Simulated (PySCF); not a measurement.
Polarisability and C₆ of Os⁺ (osmium, charge +1)

[Xe] 4f14 5d7, high-spin 4F determinant (an excited configuration). All numbers are calculated (PySCF 2.14, scalar relativity by spin-free X2C-1e, in x2c-TZVPPall with one added diffuse shell each of s, p, d, f type (12s8p8d4f1g, 113 functions)). Coupled (time-dependent) response in atomic units; α is the mean over directions.

| method | mean α (bohr³) | C₆ (like pair) | S(−4) |
| --- | --- | --- | --- |
| M06 | 21.27 | 156.9 | 219.0 |

S(−4) is the Cauchy moment in α(ω) = α(0) + S(−4) ω² + …

Spin-orbit coupling is absent.

α(iu) at M06:

```json
{"u (hartree)": "0", "α(iu) (bohr³)": "21.27"}
{"u (hartree)": "0.0500", "α(iu) (bohr³)": "20.74"}
{"u (hartree)": "0.100", "α(iu) (bohr³)": "19.42"}
{"u (hartree)": "0.200", "α(iu) (bohr³)": "16.10"}
{"u (hartree)": "0.300", "α(iu) (bohr³)": "13.28"}
{"u (hartree)": "0.500", "α(iu) (bohr³)": "9.532"}
{"u (hartree)": "0.750", "α(iu) (bohr³)": "6.825"}
{"u (hartree)": "1.00", "α(iu) (bohr³)": "5.182"}
{"u (hartree)": "1.50", "α(iu) (bohr³)": "3.321"}
{"u (hartree)": "2.00", "α(iu) (bohr³)": "2.316"}
{"u (hartree)": "3.00", "α(iu) (bohr³)": "1.308"}
{"u (hartree)": "5.00", "α(iu) (bohr³)": "0.5804"}
```

For an ion, C₆ is the dispersion term alone; charge-induced terms of lower order in 1/R come first.

Spin-orbit coupling, absent here, splits the open shell strongly.
